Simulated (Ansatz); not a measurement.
`[SiH3]/C=C/Cl` + `[OH][GaH][F]` → `[F][GaH][O][SiH3]` + `C=CCl` at 500 K and 1 bar (ligand exchange at the Si–C bond).

Calculated with Ansatz (gas phase, PBE0-D4/def2-TZVP geometries, no zero-point term in ΔE). CCSD(T)/CBS is the MP2 limit (def2-TZVPP, def2-QZVPP) plus CCSD(T) − MP2 in def2-TZVPP, frozen cores. This one scheme is used for every species. For Ga outer-core shells are correlated without core-valence functions, which leaves a few kJ/mol of doubt a bond. Scalar relativity is left out up to krypton. Each species was taken in one conformer, which may not be the lowest.

```json
{"species": "`[SiH3]/C=C/Cl`", "CCSD(T)/CBS energy (Eh)": "-827.94021", "H − E (kJ/mol)": "191.9", "S (J/(mol·K))": "373.0"}
{"species": "`[OH][GaH][F]`", "CCSD(T)/CBS energy (Eh)": "-2100.17635", "H − E (kJ/mol)": "88.0", "S (J/(mol·K))": "326.9"}
{"species": "`[F][GaH][O][SiH3]`", "CCSD(T)/CBS energy (Eh)": "-2390.49581", "H − E (kJ/mol)": "143.9", "S (J/(mol·K))": "417.4"}
{"species": "`C=CCl`", "CCSD(T)/CBS energy (Eh)": "-537.65823", "H − E (kJ/mol)": "136.9", "S (J/(mol·K))": "295.8"}
```

H − E and S are ideal-gas, rigid-rotor, harmonic terms from PBE0-D4/def2-TZVP, for one conformer and one mirror image of each species. 1 Eh = 2625.50 kJ/mol, R = 8.31446 J/(mol·K).

**Question.** By hand: ΔE, ΔH, ΔS and ΔG.

**Answer.** ΔE = (-2390.49581) + (-537.65823) − (-827.94021) − (-2100.17635) = -0.03748 Eh = -98.4 kJ/mol. Δ(H − E) = 143.9 + 136.9 − 191.9 − 88.0 = 0.9, so ΔH = -97.5 kJ/mol. ΔS = 417.4 + 295.8 − 373.0 − 326.9 = 13.3 J/(mol·K). ΔG = -97.5 − 500 × (13.3)/1000 = -104.2 kJ/mol.

**Question.** By hand: the equilibrium constant, and the temperature at which ΔG would vanish if ΔH and ΔS stayed fixed.

**Answer.** log₁₀ K = −ΔG/(RT ln 10) = 10.9. ΔH and −TΔS have one sign here, so there is no such temperature.

The number of gas molecules stays the same, so ΔS is small and ΔH decides. A doubt of 5 kJ/mol in ΔE shifts log₁₀ K by 0.5 here. Other conformers and mirror images would add mixing entropy, several J/(mol·K) or more a flexible species. Modes under 60 cm⁻¹, often nearly free rotors, make the harmonic entropy too high. These are equilibria of isolated gas molecules and say nothing of rates. Largest T1 diagnostic: 0.015 (customary marks: 0.02 for closed shells, 0.045 for open ones).
